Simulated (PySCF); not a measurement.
An unknown shows these calculated signals:

1H NMR (400 MHz, computed): δ 2.84 (s, 3H), 2.65 (s, 6H), 0.29 (br s, 1H).

13C{1H} NMR (computed): δ 39.4 (CH3), 30.3 (CH3).

[PySCF 2.14.0 with density-fitted response routines: GIAO PBE0/pcSseg-1 shieldings; geometry: GFN2-xTB; isolated molecule; no relativistic terms; fast rotation and ring inversion assumed for equivalent nuclei; one conformer]

Referencing at the same level of theory: 1H and 13C against TMS.

Question: Which of these does the molecule contain: an NH or NH2 group, a Si–CH3 group, a CH3CH2 unit, a non-aromatic C=C double bond, an N-methyl group?

Answer: 
- An NH or NH2 group: yes (δH 0.29 (br s)).
- A Si–CH3 group: no.
- A CH3CH2 unit: no.
- A non-aromatic C=C double bond: no.
- An N-methyl group: yes (δC 30.3; δH 2.84 (s)).

The data belong to `CN[Si](F)(F)N(C)C`, C₃H₁₀F₂N₂Si; they needn't prove each group on their own.

Carbon signals by region: 2 below 50 ppm.

Exchangeable OH/NH protons stand at their gas-phase positions; hydrogen bonding in a real sample shifts them, mostly to higher δ. Splittings by 19F in the carbon and heteronuclear signals aren't shown, as no couplings were computed. Shifts are as computed. Against solution values, carbons near 30 ppm lie about +3 ppm off and those near 130 ppm about +5 ppm. Of 1211 compounds with measured shifts, 218 miss one by over three times the rms of a fit or turn the order of signals round; such compounds aren't used in these exercises. No couplings were computed; multiplicities are counted from neighbouring protons, with m where these are inequivalent, close in shift, in a saturated or five-membered ring or joined by F or P, and br s for small geminal =CH2 splittings.
